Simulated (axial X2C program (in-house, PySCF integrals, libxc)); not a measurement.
## Correcting the dissociation energy of Se₂ for spin–orbit coupling

A spin-free CCSD(T) curve (one-electron X2C) was computed with an in-house all-electron X2C program for linear molecules (integrals from PySCF), basis Se dyall-cv3z [8s9p6d4f1g] (cores contracted in-house), for the state M_S = 1, Λ = 0 (beyond evenly filled blocks: π+α, π-α). It gives D0 = 3.245 eV to Se + Se, which in a spin-free picture are the weighted means of the ground terms.

Correlated methods: 12 electrons correlated (number of frozen shells: Se 3 s, 2 p, 1 d), 228 virtual spin orbitals or spinors in MP2, 90 natural virtuals in coupled cluster.

Measured levels of the ground terms (NIST Handbook of Basic Atomic Spectroscopic Data), in cm⁻¹: Se 3P: J = 2 at 0, J = 1 at 1989.5, J = 0 at 2534.4.

The molecular state has Λ = 0, so it has no first-order lowering.

How far does each ground level lie under the (2J+1)-weighted mean of its term?

Se: (5 × 0 + 3 × 1989.5 + 1 × 2534.4)/9 = 945 cm⁻¹, counted twice.

Correct D0.

D0 = 3.245 + (0 − 1890)/8065.5 = 3.011 eV at CCSD(T) with these spin–orbit terms.

Second-order spin–orbit effects in the molecule, which grow quickly with Z, are left out. One determinant describes the state; a PBE0 search over occupations chose it and may have missed a lower one. De is counted from the lowest determinant-based energies of the atoms at the same level, without counterpoise correction. Coupled cluster ran in a truncated set of natural virtual spinors; the MP2 energy of the rest was added. (T) has no such correction and the atoms are truncated less, which lowers De at CCSD(T) by a hundredth of an eV or more. Other states lie close and PBE0, whose exact exchange favours high spin, may order them wrongly; the determinant shown need not be the ground state. The nearest other spin-free determinant of the search, M_S = 0, Λ = 2, lies 0.62 eV up at the distance of the search.
